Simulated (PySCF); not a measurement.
# Dipole response of Fe⁺ (iron, charge +1)

[Ar] 3d6 4s1, high-spin 6D determinant. Calculation: PySCF 2.14, in ANO-RCC-VTZP (6s5p3d2f1g, 59 functions); scalar relativity by spin-free X2C-1e. Coupled (time-dependent) response in atomic units; α is the mean over directions. The basis has no added diffuse functions, which lowers α and C₆.

```csv
method,mean α (bohr³),"α xx, yy, zz",C₆ (like pair),S(−4)
UHF,34.04,"32.72, 32.72, 36.66",173.7,1094
PBE0,26.22,"25.66, 25.66, 27.34",126.9,587.7
```

S(−4) is the Cauchy moment in α(ω) = α(0) + S(−4) ω² + …

α(iu) at PBE0:

```json
{"u (hartree)": "0", "α(iu) (bohr³)": "26.22"}
{"u (hartree)": "0.0500", "α(iu) (bohr³)": "24.84"}
{"u (hartree)": "0.100", "α(iu) (bohr³)": "21.55"}
{"u (hartree)": "0.200", "α(iu) (bohr³)": "14.59"}
{"u (hartree)": "0.300", "α(iu) (bohr³)": "10.03"}
{"u (hartree)": "0.500", "α(iu) (bohr³)": "5.726"}
{"u (hartree)": "0.750", "α(iu) (bohr³)": "3.669"}
{"u (hartree)": "1.00", "α(iu) (bohr³)": "2.731"}
{"u (hartree)": "1.50", "α(iu) (bohr³)": "1.824"}
{"u (hartree)": "2.00", "α(iu) (bohr³)": "1.342"}
{"u (hartree)": "3.00", "α(iu) (bohr³)": "0.8133"}
{"u (hartree)": "5.00", "α(iu) (bohr³)": "0.3811"}
```

A single London oscillator, α(iu) = α/(1 + u²/ω²), gives C₆ = (3/4) ω α². Matching the computed C₆ needs ω = 4 × 126.9 / (3 × 26.22²) = 0.246 hartree.

For an ion, C₆ is the dispersion term alone; charge-induced terms of lower order in 1/R come first.

The components differ because the open shell of this determinant is not spherical; for a pure term their mean is the scalar polarisability.
